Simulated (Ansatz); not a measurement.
**Relative stability**

Two relaxed structures of B₂SiNH₅, singlet (PBE0-D4/def2-TZVP; forces vanish, vibrations not checked).

A:

```
9
angstrom
B 0.6827 1.5258 -1.4296
N 0.2530 0.4305 -0.9757
B -0.2235 -0.6974 -0.4221
Si -0.7674 -2.4698 -0.0679
H 1.0818 2.5411 -1.8523
H -0.8230 1.4306 2.4602
H -2.2154 -2.3397 0.2852
H -0.0042 -2.8423 1.1638
H -0.8462 0.7714 2.1074
```

B:

```
atom    x (Å)    y (Å)    z (Å)
  B1   0.6893   1.1537  -2.1465
  N2   0.6990   0.7779  -0.9520
  B3   0.6758   0.3366   0.3696
 Si4  -0.7928  -0.8758   1.0618
  H5   0.6819   1.5061  -3.2631
  H6   1.5526   0.6885   1.1127
  H7  -1.8017  -1.2338   0.0263
  H8  -0.2020  -2.1379   1.5948
  H9  -1.5022  -0.2152   2.1963
```

Computed with Ansatz 0.2.0 (basis: def2-TZVPP); correlated methods freeze the cores. B3LYP uses VWN-RPA correlation.

Task: Which structure is lower at CCSD(T), and by how much? (Judge from chemistry; the value comes from the calculation.)

Result: Computed: B, by 2.377 eV (electronic energy, against the other). By their contacts, A is a complex of B₂SiNH₃ ([BH][N][B][SiH2]) + H₂ and B is B₂SiNH₅ ([BH][N][BH][SiH3]).

All methods give the same order:

| method | E(B) − E(A) (eV) |
| --- | --- |
| PBE-D4 | -2.145 |
| r2SCAN-D4 | -2.271 |
| PBE0-D4 | -2.398 |
| B3LYP-D4 | -2.293 |
| wB97M-V | -2.454 |
| HF | -2.742 |
| MP2 | -2.521 |
| CCSD | -2.500 |
| CCSD(T) | -2.377 |

The T1 diagnostic stays at or below 0.026. The T1 diagnostic is large here, which may signal multireference character or strong orbital relaxation, so CCSD(T) is less sure. The restricted Hartree–Fock reference is unstable towards an unrestricted one at one or more of these structures.

Labels in which every atom is bracketed show which atoms are joined, not bond orders.

For scale, one of the runs: CCSD(T)/def2-TZVPP, 205 basis functions, launched by `ansatz run in.yaml --threads 2 --pin off --events-out ev --progress --plain --max-ram 4352MiB`. The run took 68 s on 2 CPU threads of an Arm Neoverse V2 (shared host), with 2.6 GiB of host memory at its peak.
